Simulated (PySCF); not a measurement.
# Correlation energy of Al⁺ (aluminium, charge +1)

[Ne] 3p2, high-spin 3P determinant (an excited configuration). All numbers are calculated (PySCF 2.14, the spin-free X2C one-electron Hamiltonian (Gaussian nucleus), in x2c-TZVPPall (5s5p3d1f, 42 functions)). Frozen: [Ne]; 2 electrons correlated.

With two correlated electrons CCSD is exact within the correlated space (frozen core and kept virtual orbitals).

| level | correlation energy (mhartree) |
| --- | --- |
| CCSD | -9.48 |

Diagnostics: T1 = 0.0020, D1 = 0.0028, largest double amplitude 0.092.

Cost of the coupled-cluster step: about 0.25 core-seconds, for 2 correlated electrons.

Iterations:

```
CC2 = 0
CCSD nocc = (np.int64(2), np.int64(0)), nmo = (37, 37)
frozen orbitals [[0, 1, 2, 3, 4], [0, 1, 2, 3, 4]]
max_cycle = 100
direct = 0
conv_tol = 1e-08
conv_tol_normt = 1e-06
diis_space = 8
diis_start_cycle = 0
Init t2, MP2 energy = -0.00597387009038975
Init E_corr(UCCSD) = -0.00597387009083537
cycle = 1  E_corr(UCCSD) = -0.0080602640769224  dE = -0.00208639399  norm(t1,t2) = 0.027797
cycle = 2  E_corr(UCCSD) = -0.00887303238564783  dE = -0.000812768309  norm(t1,t2) = 0.0119787
cycle = 3  E_corr(UCCSD) = -0.00925434178039516  dE = -0.000381309395  norm(t1,t2) = 0.00742802
cycle = 4  E_corr(UCCSD) = -0.00948107368285299  dE = -0.000226731902  norm(t1,t2) = 1.42188
cycle = 5  E_corr(UCCSD) = -0.00947869572094974  dE = 2.3779619e-06  norm(t1,t2) = 0.000280084
cycle = 6  E_corr(UCCSD) = -0.00947956310032043  dE = -8.67379371e-07  norm(t1,t2) = 3.814e-05
cycle = 7  E_corr(UCCSD) = -0.00947956196082249  dE = 1.13949795e-09  norm(t1,t2) = 0.000136596
cycle = 8  E_corr(UCCSD) = -0.00947911543783283  dE = 4.4652299e-07  norm(t1,t2) = 0.000266886
cycle = 9  E_corr(UCCSD) = -0.00947931918589278  dE = -2.0374806e-07  norm(t1,t2) = 2.23213e-06
cycle = 10  E_corr(UCCSD) = -0.00947927829246552  dE = 4.08934273e-08  norm(t1,t2) = 5.50437e-07
cycle = 11  E_corr(UCCSD) = -0.0094792781596012  dE = 1.32864325e-10  norm(t1,t2) = 3.18164e-08
UCCSD converged
E(UCCSD) = -241.7193187564008  E_corr = -0.009479278159601196
```
